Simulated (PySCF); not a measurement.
Bonds (- single, = double, # triple, : aromatic): C1-C2 1.514 Å, C2:P3 1.748 Å, P3:C4 1.733 Å, C4:C5 1.391 Å, C5:C6 1.386 Å, C6-F7 1.338 Å, C6:P8 1.752 Å, P8:C2 1.738 Å. C1 carries H9, H10, H11; C4 carries H12; C5 carries H13.

Theory: coordinates at the PBE0-D3(BJ)/def2-SVP level, PBE0/pcSseg-1 with gauge-including orbitals, in PySCF 2.14.0 with density-fitted response routines (no solvent, a single conformation, non-relativistic Hamiltonian, rapidly exchanging positions averaged).

δ = σ(ref) − σ, references computed at the same level: ¹³C (184.41 ppm), ¹H (31.27 ppm) vs TMS; ³¹P (310.13 ppm) against H3PO4; ¹⁹F (177.25 ppm) vs CFCl3.

```tsv
atoms	nucleus	count	Hirshfeld charge	δ (ppm)
C5	¹³C	1	-0.06	126.6
P3	³¹P	1	0.09	?
H12	¹H	1	0.05	?
F7	¹⁹F	1	-0.08	-69.6
P8	³¹P	1	0.08	?
H13	¹H	1	0.06	7.80
C4	¹³C	1	-0.10	165.8
C2	¹³C	1	-0.10	219.1
C6	¹³C	1	0.03	207.7
C1	¹³C	1	-0.12	30.3
H9/H10/H11	¹H	3	0.05	3.25
```

Fill in the missing shifts.

Answers


- H12: 9.12 ppm, hydrogen on an aromatic CH; aromatic region
- P3: 239.0 ppm, phosphorus bonded to 2 C, in a 6-membered ring
- P8: 213.1 ppm, phosphorus bonded to 2 C, in a 6-membered ring

Shifts are as computed. Against solution values, carbons near 30 ppm lie about +2 ppm off and those near 130 ppm about +5 ppm. Of 1211 compounds with measured shifts, 218 miss one by over three times the rms of a fit or turn the order of signals round; such compounds aren't used in these exercises. Unscaled 19F shifts against computed CFCl3 carry errors that often reach 10 to 50 ppm. Experimental scales use liquid or dissolved standards, which lie at an offset from isolated H3PO4.
